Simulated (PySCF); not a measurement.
# How the method changes the constants of ZnC

State: ³Σ⁻ (triplet), unpaired electrons π ↑↑. Set-up: Zn x2c-SVPall, C x2c-SVPall; spin-free X2C with a Gaussian nucleus (PySCF 2.14). De refers to Zn + C in their high-spin ground configurations, without counterpoise correction. The functionals are run spin-unrestricted. A positive dipole means Zn(−)C(+). Levels whose curve was spin-contaminated or gave no clean fit are not listed.

| Level | Re (Å) | ωe (cm⁻¹) | De (eV) | μ (D) | CPU s a point (SCF and correlation, without the integrals) |
| --- | --- | --- | --- | --- | --- |
| ROHF-MP2 | 1.959 | 473 | 0.82 | n/a | 0.23 |
| ROHF-SCS-MP2 | 1.991 | 431 | 0.63 | n/a | n/a |
| PBE | 1.963 | 488 | 1.41 | -2.81 | 0.73 |
| M06-L | 1.971 | 471 | 1.29 | -2.82 | 1.1 |

Correlated steps freeze 6 core orbitals. Correlated levels converge slowly with the basis: in double zeta they bind strong bonds too weakly, by up to about 1 eV, and carry superposition errors of some tenths. The state was picked by a PBE0 search and need not be the measured ground state.

The whole job (state search and all levels along the bond) took about 2.8 min on 1 thread of Arm Neoverse V1 (shared host), peak memory 0.66 GiB.
